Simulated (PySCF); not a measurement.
## Stretching LiTl

Set-up: PySCF, scalar-relativistic core potentials, basis sets Li aug-cc-pVDZ, Tl aug-cc-pVDZ-PP with ECP60. Energies in eV from Li + Tl in their ground configurations at the same level. All curves are PBE0. state 1: ¹Σ⁺ (singlet), closed shell; state 2: ³Π (triplet), unpaired electrons σ ↑, π ↑, a second solution, started from another occupation; state 3: Ms = 0 determinant of mixed spin (⟨S²⟩ near 1.0), unpaired electrons σ ↑, π ↓, a second solution, started from another occupation; state 4: ³Σ⁺ (triplet), unpaired electrons σ ↑↑, a second solution, started from another occupation.

```json
{"R (Å)": "2.607", "state 1": "-0.6640", "state 2": "-0.6097", "state 3": "-0.3117", "state 4": "0.3581"}
{"R (Å)": "2.728", "state 1": "-0.7754", "state 2": "-0.6412", "state 3": "-0.3580", "state 4": "0.2350"}
{"R (Å)": "2.849", "state 1": "-0.8390", "state 2": "-0.6422", "state 3": "-0.3759", "state 4": "0.1478"}
{"R (Å)": "2.940", "state 1": "-0.8625", "state 2": "-0.6288", "state 3": "-0.3766", "state 4": "0.0996"}
{"R (Å)": "3.031", "state 1": "-0.8694", "state 2": "-0.6069", "state 3": "-0.3696", "state 4": "0.0627"}
{"R (Å)": "3.122", "state 1": "-0.8629", "state 2": "-0.5789", "state 3": "-0.3572", "state 4": "0.0345"}
{"R (Å)": "3.243", "state 1": "-0.8377", "state 2": "-0.5353", "state 3": "-0.3353", "state 4": "0.0071"}
{"R (Å)": "3.395", "state 1": "-0.7863", "state 2": "-0.4759", "state 3": "-0.3030", "state 4": "-0.0153"}
{"R (Å)": "3.577", "state 1": "-0.7047", "state 2": "-0.4035", "state 3": "-0.2619", "state 4": "-0.0309"}
{"R (Å)": "3.819", "state 1": "-0.5763", "state 2": "-0.3136", "state 3": "-0.2090", "state 4": "-0.0401"}
```

**Question.** Put a parabola through the three lowest points of the state 1 curve and estimate Re, k and ωe (reduced mass 6.784 u; 1 eV/Å² = 0.16022 mdyn/Å; ωe = 1302.8·√(k/μ) cm⁻¹).

**Answer.** Through R = 2.94, 3.031, 3.122 Å the second-order coefficient is 0.809 eV/Å², so Re ≈ 3.032 Å, k ≈ 0.259 mdyn/Å and ωe ≈ 255 cm⁻¹. A polynomial fit of higher order to the unrounded PBE0 energies gives Re = 3.029 Å, k = 0.260 mdyn/Å, ωe = 255 cm⁻¹; anharmonicity and rounding make the difference.

The higher-order fit for each curve: state 1: Re = 3.029 Å, ωe = 255 cm⁻¹, De = 0.87 eV; state 2: Re = 2.791 Å, ωe = 260 cm⁻¹, minimum 0.64 eV below the ground-state fragments; state 3: Re = 2.900 Å, ωe = 206 cm⁻¹, minimum 0.377 eV below the ground-state fragments; state 4: Re = 4.037 Å, ωe = 51.6 cm⁻¹, minimum 0.042 eV below the ground-state fragments.

Closed-shell solutions of metal pairs were not tested for spin polarisation, which can lower them a little. These are scalar-relativistic numbers at best; spin–orbit coupling would shift them, the dissociation energy most.
